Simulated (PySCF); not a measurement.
H3NOSn, neutral, multiplicity 1. Atoms are numbered in the order given.

```xyz
6

Sn     0.3770     0.0529     0.0000
O     -1.0773     1.4276     0.0000
H     -1.9845     1.1035     0.0000
N     -0.8427    -1.5814     0.0000
H     -1.8532    -1.5696     0.0000
H     -0.4973    -2.5304     0.0000
```

Geometry optimised at B3LYP-D3(BJ)/def2-TZVP. The def2 effective core potentials stand for the cores of Sn; spin–orbit coupling is left out. Other conformers were not sampled.

These are PySCF 2.14.0 with IEF-PCM-PBE0/def2-SVP values and carry that method's errors.

The values are the electrostatic part of the solvation free energy, E(continuum) − E(gas) at the gas-phase geometry, in a cavity of scaled van der Waals radii (PySCF's table); cavitation and dispersion terms are not included. A continuum can't describe solvent molecules that bind to the metal. In vacuum the orbital gap is 5.68 eV. The dipole moment in vacuum is 2.40 D.

Computed values in water (ε = 78.36), tetrahydrofuran (ε = 7.43), diethylether (ε = 4.24):
```
solvent              ε  ΔG(elec) (kcal/mol)  dipole (D)  gap (eV)
---------------  -----  -------------------  ----------  --------
water            78.36                 -6.2        3.08      5.66
tetrahydrofuran   7.43                 -5.0        2.94      5.67
diethylether      4.24                 -4.1        2.84      5.67
```
